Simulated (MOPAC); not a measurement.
A run for MOPAC: AM1 on GaH5N2O (SMILES [NH2][Ga]([NH2])[OH]), a point of a torsion scan.

```
AM1 1SCF PRECISE CHARGE=0 THREADS=1
GaH5N2O

N      1.13405560 1    -1.16784606 1     0.30311855 1
Ga     0.62649841 1     0.01997467 1    -1.02748347 1
N      1.26094691 1     1.73058324 1    -1.16691029 1
O     -0.63161409 1    -0.33097733 1    -2.17830246 1
H      2.09997912 1    -1.47524253 1     0.29332709 1
H      0.55947031 1    -2.00559833 1     0.35332284 1
H      2.19309781 1     1.93350775 1    -0.82576300 1
H      1.13440903 1     2.16198499 1    -2.07626658 1
H     -1.20478071 1    -1.09183597 1    -2.22941966 1
```

Output:

```
*******************************************************************************
 **                                                                           **
 **                              MOPAC v23.2.5                                **
 **                                                                           **
 *******************************************************************************
 ** MOPAC's Digital Object Identifier: https://doi.org/10.5281/zenodo.6511958 **
 **                                                                           **
 ** Please cite the open-source release paper for use of this MOPAC version:  **
 ** J. E. Moussa and J. J. P. Stewart (2026)                                  **
 ** MOPAC: An open-source semiempirical molecular orbital program             **
 ** J. Open Source Softw., 11(119), 8025, https://doi.org/10.21105/joss.08025 **
 *******************************************************************************

                              AM1 CALCULATION RESULTS

 *******************************************************************************
 *  AM1        - The AM1 Hamiltonian to be used
 *
 *
 *
 *                 CHARGE ON SYSTEM = 0
 *
 *
 *
 *  PRECISE    - TIGHTER CRITERIA TO BE USED
 *  1SCF       - DO 1 SCF AND THEN STOP
 *  THREADS=1  - MULTI-THREADING NOT USED
 *  T=         - A TIME OF 172800.0 SECONDS REQUESTED
 *  DUMP=N     - RESTART FILE WRITTEN EVERY 7200.0 SECONDS REQUESTED
 *******************************************************************************
AM1 1SCF PRECISE CHARGE=0 THREADS=1
 GaH5N2O

   ATOM   CHEMICAL          X               Y               Z
  NUMBER   SYMBOL      (ANGSTROMS)     (ANGSTROMS)     (ANGSTROMS)

     1       N          1.13405560  *  -1.16784606  *   0.30311855  *
     2      Ga          0.62649841  *   0.01997467  *  -1.02748347  *
     3       N          1.26094691  *   1.73058324  *  -1.16691029  *
     4       O         -0.63161409  *  -0.33097733  *  -2.17830246  *
     5       H          2.09997912  *  -1.47524253  *   0.29332709  *
     6       H          0.55947031  *  -2.00559833  *   0.35332284  *
     7       H          2.19309781  *   1.93350775  *  -0.82576300  *
     8       H          1.13440903  *   2.16198499  *  -2.07626658  *
     9       H         -1.20478071  *  -1.09183597  *  -2.22941966  *



          CARTESIAN COORDINATES

    NO.       ATOM           X           Y           Z

     1         N          1.1341     -1.1678      0.3031
     2        Ga          0.6265      0.0200     -1.0275
     3         N          1.2609      1.7306     -1.1669
     4         O         -0.6316     -0.3310     -2.1783
     5         H          2.1000     -1.4752      0.2933
     6         H          0.5595     -2.0056      0.3533
     7         H          2.1931      1.9335     -0.8258
     8         H          1.1344      2.1620     -2.0763
     9         H         -1.2048     -1.0918     -2.2294

  H: (AM1): M.J.S. DEWAR ET AL, J. AM. CHEM. SOC. 107 3902-3909 (1985)
  N: (AM1): M.J.S. DEWAR ET AL, J. AM. CHEM. SOC. 107 3902-3909 (1985)
  O: (AM1): M.J.S. DEWAR ET AL, J. AM. CHEM. SOC. 107 3902-3909 (1985)
 Ga: (AM1): J. J. P. STEWART, J. MOL. MOD., 10, 155-164 (2004)

           Empirical Formula: H5 N2 O Ga  =     9 atoms



      MOLECULAR POINT GROUP   :   C1


      RHF CALCULATION, NO. OF DOUBLY OCCUPIED LEVELS = 12


 -------------------------------------------------------------------------------
 AM1 1SCF PRECISE CHARGE=0 THREADS=1
 GaH5N2O



     1SCF WAS SPECIFIED, SO BFGS WAS NOT USED
     SCF FIELD WAS ACHIEVED


                              AM1 CALCULATION
                                                       MOPAC v23.2.5 Linux




          FINAL HEAT OF FORMATION =          8.70353 KCAL/MOL =      36.41558 KJ/MOL


          COSMO AREA              =        109.90 SQUARE ANGSTROMS
          COSMO VOLUME            =         90.99 CUBIC ANGSTROMS

          IONIZATION POTENTIAL    =          9.529870 EV
          HOMO LUMO ENERGIES (EV) =         -9.530 -1.496
          NO. OF FILLED LEVELS    =         12
          MOLECULAR WEIGHT        =        118.7873         POINT GROUP:  C1

          MOLECULAR DIMENSIONS (Angstroms)

            Atom       Atom       Distance
            H     8    H     6     4.85821
            H     9    H     7     4.17128
            H     5    N     3     1.08511


          SCF CALCULATIONS        =          1





   ATOM   CHEMICAL          X               Y               Z
  NUMBER   SYMBOL      (ANGSTROMS)     (ANGSTROMS)     (ANGSTROMS)

     1       N          1.13405560  *  -1.16784606  *   0.30311855  *
     2      Ga          0.62649841  *   0.01997467  *  -1.02748347  *
     3       N          1.26094691  *   1.73058324  *  -1.16691029  *
     4       O         -0.63161409  *  -0.33097733  *  -2.17830246  *
     5       H          2.09997912  *  -1.47524253  *   0.29332709  *
     6       H          0.55947031  *  -2.00559833  *   0.35332284  *
     7       H          2.19309781  *   1.93350775  *  -0.82576300  *
     8       H          1.13440903  *   2.16198499  *  -2.07626658  *
     9       H         -1.20478071  *  -1.09183597  *  -2.22941966  *

                             CARTESIAN COORDINATES

   1    N        1.134055600    -1.167846060     0.303118550
   2   Ga        0.626498410     0.019974670    -1.027483470
   3    N        1.260946910     1.730583240    -1.166910290
   4    O       -0.631614090    -0.330977330    -2.178302460
   5    H        2.099979120    -1.475242530     0.293327090
   6    H        0.559470310    -2.005598330     0.353322840
   7    H        2.193097810     1.933507750    -0.825763000
   8    H        1.134409030     2.161984990    -2.076266580
   9    H       -1.204780710    -1.091835970    -2.229419660


           Empirical Formula: H5 N2 O Ga  =     9 atoms



      MOLECULAR POINT GROUP   :   C1


                  EIGENVALUES
 -35.10891 -32.62992 -30.72518 -17.16603 -16.15005 -15.91946 -14.09117 -13.20553
 -12.48579 -12.07260 -10.25718  -9.52987  -1.49640   0.19185   0.29047   0.60857
   4.74151   5.07797   5.77186   5.96929   6.34720


              NET ATOMIC CHARGES AND DIPOLE CONTRIBUTIONS

  ATOM NO.   TYPE          CHARGE      No. of ELECS.   s-Pop       p-Pop
    1          N          -0.547314        5.5473     1.58477     3.96254
    2         Ga           0.741762        2.2582     0.29127     1.96697
    3          N          -0.473324        5.4733     1.58411     3.88921
    4          O          -0.574521        6.5745     1.82936     4.74516
    5          H           0.147131        0.8529     0.85287
    6          H           0.149273        0.8507     0.85073
    7          H           0.160446        0.8396     0.83955
    8          H           0.171558        0.8284     0.82844
    9          H           0.224989        0.7750     0.77501
 DIPOLE           X         Y         Z       TOTAL
 POINT-CHG.     1.335    -0.269    -0.089     1.365
 HYBRID         0.554    -0.988    -0.558     1.263
 SUM            1.890    -1.256    -0.648     2.360


          ATOMIC ORBITAL ELECTRON POPULATIONS

     Atom    s        px        py        pz
    1  N   1.58477   1.08657   1.25503   1.62094
    2 Ga   0.29127   0.69683   0.66990   0.60024
    3  N   1.58411   1.25046   1.39951   1.23924
    4  O   1.82936   1.57871   1.46430   1.70216
    5  H   0.85287
    6  H   0.85073
    7  H   0.83955
    8  H   0.82844
    9  H   0.77501

 **********************
 *                    *
 * JOB ENDED NORMALLY *
 *                    *
 **********************




 == MOPAC DONE ==
```

The run finished.

Cost: around 0.03 core-seconds (rough).
